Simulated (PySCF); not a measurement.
This PySCF input asks for the NMR shieldings of `S([SiH2]C)[SiH2]C1CCC1`, C₅H₁₄SSi₂; the geometry comes from GFN2-xTB.

```python
import basis_set_exchange as bse
import numpy as np
from pyscf import gto, dft
from pyscf.prop import nmr

atoms = """
C    -3.830785    0.537439   -0.234920
Si   -3.189866   -1.238846   -0.096893
S    -1.346061   -1.308301    1.014069
Si   -0.182398    0.308538    0.212766
C     1.589537    0.045216    0.808420
C     2.560262    1.146520    0.347148
C     3.100123    0.194012   -0.725893
C     2.394539   -0.972589   -0.024888
H    -3.921143    1.000749    0.743870
H    -4.809994    0.558265   -0.703001
H    -3.163497    1.154565   -0.831132
H    -4.068522   -2.091446    0.690807
H    -2.926276   -1.793055   -1.423698
H    -0.724414    1.573543    0.710871
H    -0.280517    0.275817   -1.247263
H     1.608407   -0.148437    1.882323
H     3.305330    1.394953    1.101786
H     2.110613    2.070263   -0.013869
H     4.183310    0.123073   -0.806612
H     2.686333    0.401752   -1.711149
H     3.072004   -1.568838    0.584241
H     1.822604   -1.643810   -0.663195
"""
names = dict.fromkeys(["C", "Si", "S", "H"], "pcSseg-1")
basis = {el: gto.basis.parse(bse.get_basis(n, elements=[el], fmt="nwchem")) for el, n in names.items()}
mol = gto.M(atom=atoms, basis=basis, charge=0, verbose=0)
mf = dft.RKS(mol, xc="PBE0")
mf.grids.level = 2
mf.grids.alignment = dft.numint.BLKSIZE   # the property module wants whole blocks of grid points
mf.conv_tol = 1e-9
mf.kernel()

calc = nmr.RKS(mf)   # GIAO
C = mf.mo_coeff
Co = C[:, mf.mo_occ > 0]
resp = mf.gen_response(singlet=True, hermi=2)
def vind(x):   # induced exchange potential for any number of trial vectors
    d = np.einsum("pi,xij,qj->xpq", C, 2 * x.reshape(-1, C.shape[1], Co.shape[1]), Co, optimize=True)
    return np.einsum("xpq,pi,qj->xij", resp(d - d.transpose(0, 2, 1)), C, Co, optimize=True).ravel()
mo1, _ = nmr.rhf.solve_mo1(calc, with_cphf=vind)
sigma = calc.kernel(mo1)
for i, s in enumerate(sigma):   # ppm
    w = np.linalg.eigvalsh((s + s.T) / 2)
    print("%2d %-2s iso %8.1f  s11 %8.1f  s22 %8.1f  s33 %8.1f" % (i, mol.atom_pure_symbol(i), w.mean(), *w))
```

Q: What are the results?

A: 
```
 0 C  iso    189.0  s11    180.6  s22    190.3  s33    196.0
 1 Si iso    377.0  s11    328.6  s22    388.0  s33    414.6
 2 S  iso    816.3  s11    742.8  s22    821.3  s33    884.8
 3 Si iso    373.5  s11    341.4  s22    358.9  s33    420.0
 4 C  iso    167.6  s11    154.0  s22    168.5  s33    180.2
 5 C  iso    163.7  s11    150.4  s22    160.4  s33    180.4
 6 C  iso    165.9  s11    150.7  s22    166.4  s33    180.8
 7 C  iso    162.5  s11    148.8  s22    158.4  s33    180.4
 8 H  iso     31.3  s11     27.0  s22     29.4  s33     37.6
 9 H  iso     31.5  s11     26.9  s22     27.6  s33     40.1
10 H  iso     31.2  s11     26.1  s22     30.8  s33     36.6
11 H  iso     26.9  s11     22.5  s22     24.9  s33     33.2
12 H  iso     26.7  s11     22.3  s22     25.4  s33     32.4
13 H  iso     27.0  s11     22.1  s22     27.2  s33     31.6
14 H  iso     27.0  s11     22.6  s22     27.2  s33     31.0
15 H  iso     29.7  s11     24.9  s22     29.7  s33     34.5
16 H  iso     29.2  s11     25.9  s22     26.7  s33     35.0
17 H  iso     30.0  s11     25.9  s22     28.4  s33     35.8
18 H  iso     29.7  s11     26.0  s22     26.2  s33     36.9
19 H  iso     29.5  s11     26.3  s22     28.0  s33     34.3
20 H  iso     29.1  s11     25.8  s22     27.0  s33     34.6
21 H  iso     29.7  s11     25.4  s22     29.3  s33     34.6
```

These numbers come from an equivalent density-fitted implementation of the same equations, which agrees with the script to about 0.01 ppm for H and up to a few tenths of a ppm for heavy atoms, so last digits may differ.

Q: Turn these shieldings into chemical shifts. δ = σ(ref) − σ, references computed at the same level: $^{13}$C (186.93 ppm) and $^{29}$Si (349.16 ppm) and $^{1}$H (31.72 ppm) against TMS; $^{33}$S (503.73 ppm) vs CS2.

A: Averaging equivalent atoms: C 5/7: 23.8; C 6: 21.0; C 4: 19.3; C 0: -2.0; Si 3: -24.3; Si 1: -27.9; S 2: -313; H 11/12: 4.94; H 13/14: 4.76; H 16/20: 2.56; H 19: 2.19; H 15: 2.03; H 18: 2.01; H 17/21: 1.83; H 8/9/10: 0.37 ppm. 

Size and cost of the density-fitted run: 227 basis functions, 80 s wall time on 1 thread of an Arm Neoverse N1, shared host; peak memory 1.1 GiB.
